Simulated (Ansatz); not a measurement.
Breaking the O3–H4 bond in BeFHO (SMILES [OH][Be][F]) (multiplicity 1 held, fragments rigid). Energies count from the point at 0.954 Å.
Geometry at that point (charge 0, multiplicity 1):
```xyz
4

Be     0.029     0.015    -0.026
F      0.983     0.528    -0.895
O     -0.999    -0.467     0.825
H     -0.973    -1.072     1.561
```

Restricted levels (R-, RO-) in cc, def2 and unpolarised 6-31G sets keep to the state of the molecule at rest. Active spaces are followed from a long bond inwards. Curves can end on different states.

Correlated levels freeze the cores.

The values were computed with Ansatz (an electronic-structure program). Values without a source in brackets are computed.

Energies in kJ/mol.

```tsv
R (Å)	R-MP2/aug-cc-pVDZ	CASSCF(4,3)/aug-cc-pVDZ	FIC-MRCISD on CASSCF(4,3)/aug-cc-pVDZ	FIC-MRCISD+Q on CASSCF(4,3)/aug-cc-pVDZ
0.763	164	158	159	162
0.858	33	30	31	32
0.954	0	0	0	0
1.049	18	20	20	19
1.145	63	64	66	64
1.288	149	(withheld)	153	150
1.431	239	230	241	239
1.669	375	339	365	366
1.908	480	(withheld)	447	451
2.194	567	440	494	501
2.575	625	(withheld)	513	522
3.052	633	456	518	527
```

Q: Fill in the missing entries.

A: 
- 1.908, CASSCF(4,3)/aug-cc-pVDZ: 405
- 2.575, CASSCF(4,3)/aug-cc-pVDZ: 453
- 1.288, CASSCF(4,3)/aug-cc-pVDZ: 147

Doubts at one or more of the structures used: a restricted determinant that unrestricted orbitals would lower (R-MP2/aug-cc-pVDZ); active orbitals that take no part (CASSCF(4,3)/aug-cc-pVDZ, FIC-MRCISD on CASSCF(4,3)/aug-cc-pVDZ, FIC-MRCISD+Q on CASSCF(4,3)/aug-cc-pVDZ).
